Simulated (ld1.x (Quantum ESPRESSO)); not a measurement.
# Transferability test, PAW potential for selenium (Se)

selenium, PAW, made with ld1.x (Quantum ESPRESSO) 7.5 (LDA (PZ), scalar-relativistic). Core [Ne] 3s2, reference 3p6 3d10 4s2 4p4. Waves: 4s (bound): rcut 1.05, rcutus 1.45 bohr; 4s channel at 0.35 Ry: rcut 1.05, rcutus 1.45 bohr; 3p (bound): rcut 0.90, rcutus 1.05 bohr; 4p (bound): rcut 0.90, rcutus 1.05 bohr; 3d (bound): rcut 0.75, rcutus 1.05 bohr; 3d channel at -3.6 Ry: rcut 0.75, rcutus 1.05 bohr. Local part: all-electron potential smoothed inside 0.90 bohr (lloc = -1). Core correction: Bessel-smoothed model core inside 1.05 bohr. Augmentation charge: BESSEL, radius 0.80 bohr.

Energies are relative to the spin-unpolarised reference configuration 3p6 3d10 4s2 4p4; without spin polarisation the order of configurations can differ from experiment. Spin-polarised rows fill each open shell by Hund’s rule, majority spin first. The frozen-core shift is the all-electron ΔE with the core orbitals held at their reference shape minus the fully relaxed ΔE.

Its overlap operator is not positive definite in a basis up to 400 Ry (lowest eigenvalue p -0.26), so the file is unfit for use: the generalised eigenproblem breaks down once the basis is large enough, and its test numbers describe a broken file.

| valence configuration | charge | ΔE all-electron (eV) | error AE − PS (meV) | frozen-core shift (meV) |
| --- | --- | --- | --- | --- |
| 3p6 3d10 4s2 4p3 | +1 | 11.009 | +0.7 | +0.9 |
| 3p6 3d10 4s2 4p2 | +2 | 31.567 | +4.1 | +2.8 |
| 3p6 3d10 4s2 4p1 | +3 | 62.723 | +5.6 | +6.0 |
| 3p6 3d9 4s2 4p5 | 0 | 51.803 | +216 | +53 |
| 3p6 3d10 4s0 4p6 | 0 | 22.094 | +22 | +0.5 |
| 3p6 3d10 4s1 4p5 | 0 | 10.939 | +4.2 | +0.2 |
| 3p6 3d10 4s2 4p4.3 | -0.3 | -1.637 | +0.2 | -0.1 |
| 3p6 3d10 4s2 4p4 (spin-polarised) | 0 | -0.593 | +0.1 | 0.0 |
| 3p6 3d10 4s2 4p3 (spin-polarised) | +1 | 9.371 | -0.6 | +0.9 |

Levels in the configuration 3p6 3d10 4s2 4p2:

| level | all-electron (eV) | pseudo (eV) |
| --- | --- | --- |
| 3p | -175.486 | -175.410 |
| 3d | -76.109 | -76.034 |
| 4s | -37.910 | -37.906 |
| 4p | -25.707 | -25.699 |

A variational frozen-core shift is positive and of second order in the change. This column holds negative values, so the frozen-core run of ld1.x carries numerical noise or an error of first order here, and the column gives no more than the rough size of the effect.

Note: ghost state, extra bound levels that the all-electron valence spectrum of the same l lacks: s at -145.8 eV (p not tested). A true bound ghost makes a file unfit for plane-wave use.
